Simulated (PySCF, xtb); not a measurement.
AlFH₄OSi, SMILES [F][AlH][O][SiH3].

GFN2-xTB (xtb) at its own geometry gives an orbital gap of 4.79 eV and a dipole moment of 1.77 D.

Geometry optimised at B3LYP-D3(BJ)/def2-SVP. The values are those of a single conformer.

Question: What does CAM-B3LYP/def2-TZVP (PySCF) give? (Estimate from the structure and the level; the computed values follow.)

Answer: gap 10.54 eV (levels -10.36 and 0.19 eV), dipole 1.23 D.
